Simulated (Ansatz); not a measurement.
Calculated with Ansatz (gas phase, PBE0-D4/def2-TZVP geometries, no zero-point term in ΔE). CCSD(T)/CBS adds triple-zeta CCSD(T) − MP2 to the extrapolated MP2 energy (def2 sets, frozen cores). This one scheme is used for every species. Double bonds are as drawn, so ΔE can hold a change between cis and trans. Functionals use def2-TZVPP. One conformer a species, not always the lowest.

Reaction (hydrogenolysis of the Si–C bond): `C[SiH2]/N=C/F` + H₂ → `F/C=N/[SiH3]` + CH₄

| level | ΔE (kJ/mol) |
| --- | --- |
| r2SCANh-D4 | -18.0 |
| r2SCAN0-D4 | -19.2 |
| PBE0 | -23.6 |
| LC-ωPBE | -22.8 |
| SCS-MP2/def2-TZVPP | -22.6 |
| CCSD/def2-TZVPP | -25.1 |
| CCSD(T)/def2-TZVPP | -21.4 |
| MP2/CBS(def2) | -13.7 |

**Question.** What does CCSD(T)/CBS give? (Best estimate.)

**Answer.** The calculation gave: -18.6 kJ/mol. The listed levels differ from it by 0.6, -0.6, -5.0, -4.2, -4.0, -6.5, -2.8, 4.9 kJ/mol.

Largest T1 diagnostic among the species: 0.014.

In def2-TZVPP, CCSD(T) changes the Hartree–Fock value by +20.4 kJ/mol (the triples alone add +3.7 kJ/mol) and MP2 by +25.4 kJ/mol. At CCSD(T), def2-SVP lies −14.9 kJ/mol from the extrapolated value and def2-TZVPP −2.7 kJ/mol.
